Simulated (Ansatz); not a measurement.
Ansatz results at the PBE0-D4/def2-TZVP geometry: HOMO–LUMO gap (PBE0/def2-TZVPP) 6.08 eV; HOMO energy (PBE/def2-TZVPP) -5.08 eV; LUMO energy (ωB97M-V/def2-TZVPP) 1.67 eV.

Each molecule was computed in one conformer, which needn't be the lowest.

(1) Which molecule gave them?
A. `C=C=C(N)[SiH3]`
B. `C[SiH2]C1C=N1`
C. `C[BH][Ga]([NH2])[OH]`
D. `O[SiH2][BH][GeH3]`

Results:

(1) A. The others give `O[SiH2][BH][GeH3]`: 4.89, -6.53, -0.89; `C[SiH2]C1C=N1`: 7.17, -6.56, 1.52; `C[BH][Ga]([NH2])[OH]`: 5.23, -5.64, 0.11.
